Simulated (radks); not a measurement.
Ga3+, 28 electrons, occupied as [Ne] 3s1.5 3p6 3d10 4d0.5 (fractional occupations, a model configuration). Method: Dirac Kohn-Sham, BP86, spin-unpolarised, spherical densities, finite nucleus; open shells are shared between the two j in proportion to 2j + 1; Fermi nuclear charge, rms radius 3.9973 fm; computed with a radial shooting solver on a logarithmic mesh with Libxc functionals.

Unscreened Slater integrals over Kohn-Sham orbitals (cm^-1). Large and small components are both included. Empty in this configuration: 4s1/2.

integral,value
"F0(4d5/2,4d5/2)",61437
"F2(4d5/2,4d5/2)",32474
"F4(4d5/2,4d5/2)",21673
"F0(4d5/2,4d3/2)",61507
"F2(4d5/2,4d3/2)",32510
"G2(4d5/2,4d3/2)",32507
"G4(4d5/2,4d3/2)",21693
"F0(4d5/2,3d5/2)",81890
"F2(4d5/2,3d5/2)",12878
"F4(4d5/2,3d5/2)",5495.6
"G0(4d5/2,3d5/2)",5387.3
"G2(4d5/2,3d5/2)",5290.9
"G4(4d5/2,3d5/2)",3794.8
"F0(4d5/2,3d3/2)",81934
"F2(4d5/2,3d3/2)",12820
"G2(4d5/2,3d3/2)",5282.7
"G4(4d5/2,3d3/2)",3784.6
"F0(4d5/2,4s1/2)",73295
"G2(4d5/2,4s1/2)",23136
"F0(4d3/2,4d3/2)",61577
"F2(4d3/2,4d3/2)",32546
"F0(4d3/2,3d5/2)",82031
"F2(4d3/2,3d5/2)",12899
"G2(4d3/2,3d5/2)",5255.1
"G4(4d3/2,3d5/2)",3774.0
"F0(4d3/2,3d3/2)",82075
"F2(4d3/2,3d3/2)",12841
"G0(4d3/2,3d3/2)",5362.4
"G2(4d3/2,3d3/2)",5262.3
"F0(4d3/2,4s1/2)",73436
"G2(4d3/2,4s1/2)",23354
"F0(3d5/2,3d5/2)",265000
"F2(3d5/2,3d5/2)",123600
"F4(3d5/2,3d5/2)",77079
"F0(3d5/2,3d3/2)",265810
"F2(3d5/2,3d3/2)",123960
"G2(3d5/2,3d3/2)",123790
"G4(3d5/2,3d3/2)",77203
"F0(3d5/2,4s1/2)",130380
"G2(3d5/2,4s1/2)",14280
"F0(3d3/2,3d3/2)",266620
"F2(3d3/2,3d3/2)",124320
"F0(3d3/2,4s1/2)",130480
"G2(3d3/2,4s1/2)",14115
"F0(4s1/2,4s1/2)",103500
